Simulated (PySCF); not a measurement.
Compound: C8H9 (charge +1).
Structure used (GFN2-xTB), in Å, numbered top down from 1:
```
atom  x, y, z in Å
C1    -1.0585    1.8660   -0.2388
C2    -0.1435    0.8752   -0.0699
C3     1.2476    1.2298    0.0831
C4     2.2019    0.2740    0.2578
C5     1.8246   -1.0805    0.2890
C6     0.4984   -1.4634    0.1427
C7    -0.5123   -0.5334   -0.0358
C8    -1.9139   -0.9688   -0.1825
H9    -2.1128    1.6724   -0.3597
H10   -0.7551    2.9020   -0.2579
H11    1.5082    2.2771    0.0547
H12    3.2402    0.5428    0.3726
H13    2.5827   -1.8375    0.4299
H14    0.2477   -2.5135    0.1704
H15   -2.5411   -0.5391    0.6004
H16   -2.3295   -0.6398   -1.1364
H17   -1.9916   -2.0512   -0.1293
```

NICS is the negative of the GIAO shielding at a point without a nucleus: at the ring centre (0) and 1 Å above and below it (1); zz is the component along the ring normal. Level: GIAO PBE0/pcSseg-1 (PySCF, non-relativistic, gas phase) on the GFN2-xTB geometry, one conformer.

Ring bond lengths (Å), with Mayer bond orders in brackets: C2–C3 1.444 (1.15), C3–C4 1.362 (1.58), C4–C5 1.406 (1.30), C5–C6 1.388 (1.39), C6–C7 1.385 (1.49), C7–C2 1.456 (1.06).

Task: Give the NICS values of each ring in ppm.

Result: 
```csv
ring,type,NICS(0),"NICS(1), two faces","NICS(1)zz, two faces",rms pucker (Å),"centre to ring atoms, mean (Å)"
C2–C3–C4–C5–C6–C7,6-membered carbocycle; formal bonds all aromatic,0.4,-5.4 / -5.4,-9.9 / -9.9,0.00,1.41
```

Task: What do they say, and how far can they be read as aromaticity?

Result: 
- C2–C3–C4–C5–C6–C7: mean NICS(1)zz -9.9 ppm, shielded. That is too small in size for a clear verdict by the NICS criterion. NICS(0) lies 6 ppm above the mean NICS(1).

Task: How equal are the bonds by HOMA? HOMA = 1 − mean of α(R − Ropt)² over the ring bonds, with Krygowski's 1993 parameters (CC: Ropt 1.388 Å, α 257.7 Å⁻²).

Result: 
- C2–C3–C4–C5–C6–C7: HOMA 0.62 = 1 − EN − GEO, with mean bond length 1.407 Å, EN = α(Ropt − mean)² = 0.092 and GEO = α × variance = 0.287.

Task: At the second NICS(1) probe listed for ring C2–C3–C4–C5–C6–C7, 1 Å off the ring, how large is the induced field along the normal in 9.4 T applied along it?

Result: NICSzz × B0 = -9.9 ppm × 9.4 T = -93 μT, against the applied field.

Task: How shielded are the nuclei of the rings and their hydrogens (means over atoms taken as equivalent)?

Result: 
```tsv
atoms	environment	σ isotropic (ppm)	principal values of the symmetric part, first atom (ppm)
C2	substituted aromatic carbon	38.2	-59.0, -3.6, 177.2
C3	aromatic CH carbon	22.4	-84.2, -5.5, 156.8
C4	aromatic CH carbon	47.7	-58.7, 25.4, 176.3
C5	aromatic CH carbon	10.7	-105.5, -34.8, 172.3
C6	aromatic CH carbon	44.4	-58.1, 32.9, 158.4
C7	substituted aromatic carbon	3.3	-103.5, -53.1, 166.5
H11	aromatic hydrogen	23.17	20.9, 21.7, 26.9
H12	aromatic hydrogen	23.47	21.0, 23.2, 26.2
H13	aromatic hydrogen	22.60	20.6, 20.9, 26.3
H14	aromatic hydrogen	23.44	20.6, 22.0, 27.7
```

The run took 32 s of wall time (grids of density and orbitals included) on one thread of an Arm Neoverse V1, no GPU, on a shared host, and the process peaked at 0.87 GiB of memory. This is the whole shielding run at PBE0/pcSseg-1, SCF included.
